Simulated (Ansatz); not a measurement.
Job for Ansatz (an electronic-structure program): R-CCSD(T)/def2-TZVPP on ClH2NSn (SMILES [NH2][Sn][Cl]), a point of a torsion scan. Elements past Kr take the def2 small-core potentials; no spin–orbit coupling. The run froze 15 orbitals, filled d shells among them.

Ansatz 0.2 input:
```yaml
crystal:
  periodic: [false, false, false]
  atoms:
    - {symbol: N, position_ang: [-0.95829655, -0.13120581, -0.13913709]}
    - {symbol: Sn, position_ang: [0.88283840, -1.05581144, -0.59758432]}
    - {symbol: Cl, position_ang: [2.15154297, -0.45094962, 1.34039522]}
    - {symbol: H, position_ang: [-1.14543856, 0.82218609, -0.43219365]}
    - {symbol: H, position_ang: [-1.20461167, -0.14377497, 0.84809681]}
basis:
  gaussian:
    orbitals: def2-TZVPP
magnetization: {spin_polarized: false}
correlation: {method: ccsd_t, electrons: outside_noble_gas}
scf: {lower_state_search: off}
```

The head of its log:

```
WARN ansatz: RAYON_NUM_THREADS=1 ignored (pool sized by the plan → 1); use --threads N
Functional definition: HF
these checks for a lower state are left out or cut short: stability, starts, cluster_reference, orbital_swaps, neighbouring_geometries, increment
integrals: 0.35 GiB planned
1075 factors; integrals over basis functions are off by at most 8.4e-4 eV
mean field: 0.43 GiB planned
mean field evaluation 1: about -19821.4790 eV, gradient 4.0e1 eV
mean field evaluation 2: about -19821.5795 eV, gradient 4.0e1 eV
mean field evaluation 4: about -19825.2150 eV, gradient 2.9e0 eV
mean field evaluation 8: about -19825.2719 eV, gradient 3.2e-1 eV
mean field evaluation 16: about -19825.2729 eV, gradient 2.3e-6 eV
mean field -19825.27294462 eV, -728.5653426621 hartree, gradient 2.3e-6 eV, S^2 0.000000; 0 other end points of the search recorded, 0 dependent functions left out
15 core orbitals not correlated
reference -19825.27294462 eV, -728.5653426621 hartree; 9, 9 occupied and 127, 127 virtual orbitals, 1075 factors
```

Q: Give the final energy of this run.

A: -729.1067 hartree (reference determinant -728.5653, T1 diagnostic 0.014).
